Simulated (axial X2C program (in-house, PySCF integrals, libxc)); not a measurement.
# Photoelectron levels of InCl by EOM-IP-CCSD

Calculated with an in-house all-electron X2C program for linear molecules (integrals from PySCF): two-component X2C with atomic mean-field Coulomb and Gaunt terms, Gaussian nuclei, basis In dyall-cv3z, Cl dyall-av3z with contracted cores.

R = 2.425 Å (near the PBE0 minimum at charge 0 of the determinant lowest at the starting distance; the state shown can have its own minimum elsewhere).

Hartree–Fock spinors of InCl (one of each Kramers pair; a window near the gap, which can cut inner shells):

```json
{"ω": "3/2", "occupied": "yes", "ε (eV)": "-27.85", "character": "100% In d"}
{"ω": "1/2", "occupied": "yes", "ε (eV)": "-27.18", "character": "52% In d, 43% Cl s, 3% In p"}
{"ω": "1/2", "occupied": "yes", "ε (eV)": "-13.64", "character": "66% Cl p, 28% In s, 2% Cl s"}
{"ω": "1/2", "occupied": "yes", "ε (eV)": "-11.54", "character": "93% Cl p, 3% In d, 3% In p"}
{"ω": "3/2", "occupied": "yes", "ε (eV)": "-11.45", "character": "93% Cl p, 3% In d, 3% In p"}
{"ω": "1/2", "occupied": "yes", "ε (eV)": "-9.25", "character": "48% In s, 24% Cl p, 22% In p"}
{"ω": "1/2", "occupied": "no", "ε (eV)": "0.34", "character": "88% In p, 5% Cl p, 4% Cl d"}
{"ω": "3/2", "occupied": "no", "ε (eV)": "0.44", "character": "88% In p, 5% Cl p, 4% Cl d"}
{"ω": "1/2", "occupied": "no", "ε (eV)": "1.51", "character": "76% In p, 9% In d, 8% Cl p"}
{"ω": "1/2", "occupied": "no", "ε (eV)": "2.99", "character": "46% In s, 24% Cl s, 21% Cl p"}
{"ω": "1/2", "occupied": "no", "ε (eV)": "3.34", "character": "73% Cl p, 8% In p, 7% In s"}
{"ω": "1/2", "occupied": "no", "ε (eV)": "3.37", "character": "77% Cl p, 7% In p, 5% In s"}
```

Vertical ionisation energies of InCl to the states of InCl⁺:

```json
{"Ω of InCl⁺": "1/2", "vertical IE (eV)": "9.637", "above lowest (cm⁻¹)": "0", "ionised spinor": "36% Cl pσ, 35% In sσ, 23% In pσ", "one-hole weight": "0.96"}
{"Ω of InCl⁺": "3/2", "vertical IE (eV)": "10.718", "above lowest (cm⁻¹)": "8716", "ionised spinor": "93% Cl pπ", "one-hole weight": "0.93"}
{"Ω of InCl⁺": "1/2", "vertical IE (eV)": "10.793", "above lowest (cm⁻¹)": "9324", "ionised spinor": "93% Cl pπ", "one-hole weight": "0.93"}
{"Ω of InCl⁺": "1/2", "vertical IE (eV)": "13.278", "above lowest (cm⁻¹)": "29365", "ionised spinor": "53% Cl pσ, 41% In sσ", "one-hole weight": "0.92"}
```

Problem. How far does the lowest EOM-IP-CCSD energy lie from the Koopmans value −ε of the highest filled spinor?

Solution. 9.637 eV against 9.25 eV, a shift of 0.39 eV: relaxation of the final state lowers the energy and the loss of correlation raises it.

Problem. Take the first Ω = 1/2 and Ω = 3/2 rows of π character: how far apart are they, and which lies lower?

Solution. E(3/2) − E(1/2) = 8716 − 9324 = -608 cm⁻¹ at EOM-IP-CCSD: inverted, Ω = 3/2 lower. Splittings at this level can be off by ten to twenty per cent.

This point took 27 s on 1 thread of Intel(R) Xeon(R) Processor @ 2.30GHz, with other jobs on the host.

Reference electrons by ω block (each with its −ω partner): 1/2: 22, 3/2: 9, 5/2: 2. 20 electrons of InCl correlated (inner shells frozen), 94 natural virtual spinors (a truncated set); levels can be off by some tenths of an eV. Roots sought by Ω: (1/2: 4, 3/2: 3, 5/2: 1); rows need 60 % one-particle weight and stop where some Ω has no more roots. Missing are any skipped roots, higher Ω and states of a further excitation; these come out far too high here and may in truth be low or lowest. T1 of the reference 0.012 (Lee–Taylor). Number of frozen shells: In 4 s, 3 p, 1 d; Cl 2 s, 1 p.
